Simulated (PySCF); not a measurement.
PySCF job for CH8Cl2Si3, SMILES Cl[Si](C[SiH3])(Cl)[SiH3], TDA-PBE/def2-SVPD. The structure is a stationary point at B3LYP-D3(BJ)/def2-SVP. The structure was generated by enumeration, and PubChem lists no compound with its InChIKey, so it may never have been made. One conformer was computed; it need not be the lowest.

```python
import numpy as np
from pyscf import gto, scf, dft, tdscf

mol = gto.M(
    atom='''
    Si    2.05223558    0.48378510   -1.85941356
    C     1.20017249   -0.83362416   -0.79610712
    Si   -0.20941469   -0.23340439    0.27041038
    Si   -2.10330497    0.52273009   -0.87881790
    Cl   -0.81449024   -1.78019622    1.53408563
    Cl    0.48424592    1.34348480    1.44993443
    H     1.02522624    1.26250209   -2.61126078
    H     2.96424553   -0.17438763   -2.83879096
    H     2.83673047    1.41342111   -1.00323799
    H     0.80157250   -1.62746994   -1.45244651
    H     1.95224631   -1.30641763   -0.14075268
    H    -1.76471480    1.72688977   -1.68946962
    H    -3.15751557    0.86525106    0.11608064
    H    -2.59789512   -0.55750118   -1.78232493
    ''',
    basis='def2-SVPD',
    charge=0,
    spin=0,
    max_memory=1600,
    verbose=4,
)
mf = dft.RKS(mol, xc='pbe').density_fit(auxbasis='def2-universal-jkfit')
mf.grids.level = 3
mf.conv_tol = 1e-9
mf.max_cycle = 100
mf.kernel()
mf.grids = dft.Grids(mol).set(level=1).build(with_non0tab=True)  # coarser grid for the response kernel
td = tdscf.TDA(mf)
td.singlet = True
td.nstates = 6
td.conv_tol = 1e-4
td.positive_eig_threshold = 1e-6
td.kernel(x0=td.get_init_guess(mf, 11))
td.analyze()
tt = tdscf.TDA(mf)
tt.singlet = False
tt.nstates = 2
tt.conv_tol = 1e-4
tt.positive_eig_threshold = 1e-6
tt.kernel(x0=tt.get_init_guess(mf, 7))
tt.analyze(verbose=3)
```

Log of the run:

```
PySCF version 2.14.0

[INPUT] verbose = 4
[INPUT] num. atoms = 14
[INPUT] num. electrons = 90
[INPUT] charge = 0
[INPUT] spin (= nelec alpha-beta = 2S) = 0
[INPUT] symmetry False subgroup None
[INPUT] Mole.unit = angstrom
[INPUT] Symbol           X                Y                Z      unit          X                Y                Z       unit  Magmom
[INPUT]  1 Si     2.052235580000   0.483785100000  -1.859413560000 AA    3.878163189288   0.914221342145  -3.513782380703 Bohr   0.0
[INPUT]  2 C      1.200172490000  -0.833624160000  -0.796107120000 AA    2.267997308337  -1.575321353221  -1.504424422616 Bohr   0.0
[INPUT]  3 Si    -0.209414690000  -0.233404390000   0.270410380000 AA   -0.395736410561  -0.441070373371   0.511001559440 Bohr   0.0
[INPUT]  4 Si    -2.103304970000   0.522730090000  -0.878817900000 AA   -3.974670349737   0.987816707169  -1.660725144365 Bohr   0.0
[INPUT]  5 Cl    -0.814490240000  -1.780196220000   1.534085630000 AA   -1.539163484731  -3.364083303786   2.899001692331 Bohr   0.0
[INPUT]  6 Cl     0.484245920000   1.343484800000   1.449934430000 AA    0.915092165738   2.538818324516   2.739978971277 Bohr   0.0
[INPUT]  7 H      1.025226240000   1.262502090000  -2.611260780000 AA    1.937396809318   2.385783181791  -4.934567714018 Bohr   0.0
[INPUT]  8 H      2.964245530000  -0.174387630000  -2.838790960000 AA    5.601612217666  -0.329544860212  -5.364537439291 Bohr   0.0
[INPUT]  9 H      2.836730470000   1.413421110000  -1.003237990000 AA    5.360643677509   2.670978796579  -1.895845038859 Bohr   0.0
[INPUT] 10 H      0.801572500000  -1.627469940000  -1.452446510000 AA    1.514752493983  -3.075472462562  -2.744726114480 Bohr   0.0
[INPUT] 11 H      1.952246310000  -1.306417630000  -0.140752680000 AA    3.689210853593  -2.468771525003  -0.265984016499 Bohr   0.0
[INPUT] 12 H     -1.764714800000   1.726889770000  -1.689469620000 AA   -3.334827659967   3.263348712613  -3.192634877573 Bohr   0.0
[INPUT] 13 H     -3.157515570000   0.865251060000   0.116080640000 AA   -5.966839661350   1.635087532390   0.219360617964 Bohr   0.0
[INPUT] 14 H     -2.597895120000  -0.557501180000  -1.782324930000 AA   -4.909310277144  -1.053524544322  -3.368105982685 Bohr   0.0

nuclear repulsion = 607.584232976998
number of shells = 92
number of NR pGTOs = 326
number of NR cGTOs = 210
basis = def2-SVPD
ecp = {}


[settings echo left out]
init E= -1830.46140979139
  HOMO = -0.295505365329536  LUMO = -0.0731640485567273  gap/eV = 6.05022
cycle= 1 E= -1830.36856656521  delta_E= 0.0928  |g|= 0.495  |ddm|= 4.65
  HOMO = -0.228531434976329  LUMO = -0.0506043472346235  gap/eV = 4.84164
cycle= 2 E= -1830.27231499391  delta_E= 0.0963  |g|= 0.753  |ddm|= 1.68
  HOMO = -0.252372992751717  LUMO = -0.0450958327080522  gap/eV = 5.64030
cycle= 3 E= -1830.4336889322  delta_E= -0.161  |g|= 0.0847  |ddm|= 1.14
  HOMO = -0.259684548630139  LUMO = -0.0520205869858192  gap/eV = 5.65082
cycle= 4 E= -1830.43604489368  delta_E= -0.00236  |g|= 0.0273  |ddm|= 0.207
  HOMO = -0.258665631302676  LUMO = -0.0510257563472591  gap/eV = 5.65017
cycle= 5 E= -1830.43626706946  delta_E= -0.000222  |g|= 0.0079  |ddm|= 0.0549
  HOMO = -0.258454738079668  LUMO = -0.0508018137102608  gap/eV = 5.65052
cycle= 6 E= -1830.43628582971  delta_E= -1.88e-05  |g|= 0.00297  |ddm|= 0.016
  HOMO = -0.258669693127215  LUMO = -0.051012329607147  gap/eV = 5.65064
cycle= 7 E= -1830.43628847239  delta_E= -2.64e-06  |g|= 0.000663  |ddm|= 0.00583
  HOMO = -0.258596845140594  LUMO = -0.050941824169628  gap/eV = 5.65058
cycle= 8 E= -1830.43628864333  delta_E= -1.71e-07  |g|= 0.000154  |ddm|= 0.00165
  HOMO = -0.258594020965328  LUMO = -0.0509412624043688  gap/eV = 5.65052
cycle= 9 E= -1830.43628865157  delta_E= -8.25e-09  |g|= 4.14e-05  |ddm|= 0.000379
  HOMO = -0.258596120527934  LUMO = -0.0509429383709943  gap/eV = 5.65053
cycle= 10 E= -1830.43628865218  delta_E= -6.11e-10  |g|= 8.21e-06  |ddm|= 0.000101
  HOMO = -0.258596877314225  LUMO = -0.0509435610076006  gap/eV = 5.65053
Extra cycle  E= -1830.43628865217  delta_E= 8.64e-12  |g|= 9.72e-06  |ddm|= 3.52e-05
converged SCF energy = -1830.43628865217
tot grids = 56824
Overwritten attributes  positive_eig_threshold  of <class 'pyscf.tdscf.rks.TDA'>


******** <class 'pyscf.tdscf.rks.TDA'> for <class 'pyscf.df.df_jk.DFRKS'> ********
nstates = 6 singlet
deg_eia_thresh = 1.000e-03
wfnsym = None
conv_tol = 0.0001
eigh lindep = 1e-12
eigh level_shift = 0
eigh max_cycle = 100


Excitation energies (eV)
[5.91167655 6.02194682 6.36371792 6.57253398 6.59947732 6.69881272]

** Singlet excitation energies and oscillator strengths **
Excited State   1:      5.91168 eV    209.73 nm  f=0.0212
      45 -> 46       -0.68837
Excited State   2:      6.02195 eV    205.89 nm  f=0.0154
      45 -> 47        0.68303
Excited State   3:      6.36372 eV    194.83 nm  f=0.0704
      45 -> 48       -0.66924
      45 -> 49        0.19325
Excited State   4:      6.57253 eV    188.64 nm  f=0.0205
      43 -> 47       -0.11442
      44 -> 46       -0.65953
      44 -> 47        0.15245
Excited State   5:      6.59948 eV    187.87 nm  f=0.0066
      42 -> 46        0.13189
      43 -> 46        0.22965
      44 -> 46       -0.14308
      44 -> 47       -0.62594
Excited State   6:      6.69881 eV    185.08 nm  f=0.0045
      42 -> 46       -0.25568
      43 -> 46        0.60889
      44 -> 47        0.13136
      45 -> 49       -0.15845

** Transition electric dipole moments (AU) **
state          X           Y           Z        Dip. S.      Osc.
  1         0.1953     -0.1548      0.2902      0.1463      0.0212
  2        -0.0074     -0.2259     -0.2302      0.1041      0.0154
  3         0.6493     -0.1709      0.0249      0.4514      0.0704
  4        -0.1241      0.1950      0.2718      0.1273      0.0205
  5         0.1032      0.1353     -0.1081      0.0407      0.0066
  6        -0.0937     -0.0502      0.1263      0.0273      0.0045

** Transition velocity dipole moments (imaginary part, AU) **
state          X           Y           Z        Dip. S.      Osc.
  1         0.0658     -0.0241      0.0196      0.0053      0.0162
  2         0.0025      0.0125     -0.0238      0.0007      0.0022
  3         0.1332     -0.0358      0.0237      0.0196      0.0558
  4        -0.0226      0.0356      0.0415      0.0035      0.0097
  5         0.0241      0.0136     -0.0155      0.0010      0.0028
  6        -0.0238     -0.0209      0.0279      0.0018      0.0048

** Transition magnetic dipole moments (imaginary part, AU) **
state          X           Y           Z
  1        -0.1319     -0.5079     -0.2334
  2         0.1116      0.0816     -0.7730
  3        -0.2588     -0.4371     -0.3344
  4         0.1119     -0.0498      0.2171
  5         0.0162     -0.0826      0.1394
  6         0.0701      0.0642     -0.0563


******** <class 'pyscf.tdscf.rks.TDA'> for <class 'pyscf.df.df_jk.DFRKS'> ********
nstates = 2 triplet
deg_eia_thresh = 1.000e-03
wfnsym = None
conv_tol = 0.0001
eigh lindep = 1e-12
eigh level_shift = 0
eigh max_cycle = 100


Excitation energies (eV)
[5.37504294 5.45273796]

** Triplet excitation energies and oscillator strengths **
Excited State   1:      5.37504 eV    230.67 nm  f=0.0000
Excited State   2:      5.45274 eV    227.38 nm  f=0.0000
```

Self-consistency was reached.
